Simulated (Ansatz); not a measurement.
Start from `[SiH3]NC=S` and change one atom or group to get `C[SiH2]NC=S`.

Ansatz, PBE0-D4/def2-TZVP geometries, multiplicity 1. Each molecule was computed in one conformer, which needn't be the lowest.

```json
{"property": "size of the dipole moment (B3LYP/def2-TZVPP) / D", "`[SiH3]NC=S`": "3.82"}
{"property": "LUMO energy (PBE0/def2-TZVPP) / eV", "`[SiH3]NC=S`": "-1.21"}
{"property": "HOMO energy (PBE0/def2-TZVPP) / eV", "`[SiH3]NC=S`": "-6.33"}
{"property": "HOMO–LUMO gap (ωB97M-V/def2-TZVPP) / eV", "`[SiH3]NC=S`": "9.45"}
{"property": "size of the dipole moment (ωB97M-V/def2-TZVPP) / D", "`[SiH3]NC=S`": "3.82"}
{"property": "LUMO energy (ωB97M-V/def2-TZVPP) / eV", "`[SiH3]NC=S`": "0.92"}
```

Problem. Give the same properties after the change, and the shifts. (Best estimate.)

Solution. The calculation gave: 
```json
{"property": "size of the dipole moment (B3LYP/def2-TZVPP) / D", "`C[SiH2]NC=S`": "3.35", "shift": "-0.47"}
{"property": "LUMO energy (PBE0/def2-TZVPP) / eV", "`C[SiH2]NC=S`": "-1.23", "shift": "-0.02"}
{"property": "HOMO energy (PBE0/def2-TZVPP) / eV", "`C[SiH2]NC=S`": "-6.38", "shift": "-0.05"}
{"property": "HOMO–LUMO gap (ωB97M-V/def2-TZVPP) / eV", "`C[SiH2]NC=S`": "9.40", "shift": "-0.05"}
{"property": "size of the dipole moment (ωB97M-V/def2-TZVPP) / D", "`C[SiH2]NC=S`": "3.39", "shift": "-0.43"}
{"property": "LUMO energy (ωB97M-V/def2-TZVPP) / eV", "`C[SiH2]NC=S`": "0.84", "shift": "-0.08"}
```

Dipoles are sizes alone; their direction can turn.

B3LYP here is the variant with VWN-RPA as its local correlation; programs differ in this.
